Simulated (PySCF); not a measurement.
A PySCF script (with the pyscf-properties extension) for the NMR shieldings of SMILES C=C(BC)C(=C)/C=C/OC, C$_{8}$H$_{13}$BO, on a GFN2-xTB geometry:

```python
import basis_set_exchange as bse
import numpy as np
from pyscf import gto, dft
from pyscf.prop import nmr

atoms = """
C    -1.217439   -1.520691   -0.254962
C    -1.101257   -0.217288   -0.530380
B    -2.249332    0.805473   -0.277603
C    -3.764959    0.388478   -0.259304
C     0.183462    0.290763   -1.077299
C     0.196344    0.913765   -2.259036
C     1.412311    0.106765   -0.323225
C     1.458810   -0.345580    0.931642
O     2.544404   -0.534438    1.717520
C     3.807570   -0.225694    1.177385
H    -0.403517   -2.216103   -0.395264
H    -2.133116   -1.936255    0.132422
H    -1.965034    1.924217   -0.066558
H    -4.129720    0.432946    0.767924
H    -3.971306   -0.609530   -0.636338
H    -4.380092    1.092659   -0.817663
H     1.107504    1.285828   -2.697297
H    -0.707442    1.062485   -2.824319
H     2.315470    0.399939   -0.839172
H     0.563119   -0.618058    1.473132
H     4.533322   -0.459832    1.954252
H     3.879117    0.835169    0.918047
H     4.017029   -0.828034    0.287924
"""
names = dict.fromkeys(["C", "B", "O", "H"], "pcSseg-1")
basis = {el: gto.basis.parse(bse.get_basis(n, elements=[el], fmt="nwchem")) for el, n in names.items()}
mol = gto.M(atom=atoms, basis=basis, charge=0, verbose=0)
mf = dft.RKS(mol, xc="PBE0")
mf.grids.level = 2
mf.grids.alignment = dft.numint.BLKSIZE   # the property module wants whole blocks of grid points
mf.conv_tol = 1e-9
mf.kernel()

calc = nmr.RKS(mf)   # GIAO
C = mf.mo_coeff
Co = C[:, mf.mo_occ > 0]
resp = mf.gen_response(singlet=True, hermi=2)
def vind(x):   # induced exchange potential for any number of trial vectors
    d = np.einsum("pi,xij,qj->xpq", C, 2 * x.reshape(-1, C.shape[1], Co.shape[1]), Co, optimize=True)
    return np.einsum("xpq,pi,qj->xij", resp(d - d.transpose(0, 2, 1)), C, Co, optimize=True).ravel()
mo1, _ = nmr.rhf.solve_mo1(calc, with_cphf=vind)
sigma = calc.kernel(mo1)
for i, s in enumerate(sigma):   # ppm
    print("%2d %-2s %9.2f" % (i, mol.atom_pure_symbol(i), np.trace(s) / 3))
```

Task: Give the expected output.

Result: 
```
 0 C      40.97
 1 C      21.47
 2 B      23.42
 3 C     174.11
 4 C      29.38
 5 C      72.71
 6 C      75.97
 7 C      24.69
 8 O     221.89
 9 C     130.90
10 H      25.29
11 H      25.05
12 H      24.63
13 H      30.95
14 H      30.44
15 H      30.48
16 H      26.67
17 H      27.37
18 H      26.10
19 H      24.82
20 H      27.60
21 H      28.10
22 H      28.11
```

These numbers come from an equivalent density-fitted implementation of the same equations, which agrees with the script to about 0.01 ppm for H and up to a few tenths of a ppm for heavy atoms, so last digits may differ.

Size and cost of the density-fitted run: 235 basis functions, 110 s wall time on 1 thread of an Arm Neoverse N1, shared host; peak memory 1.1 GiB.
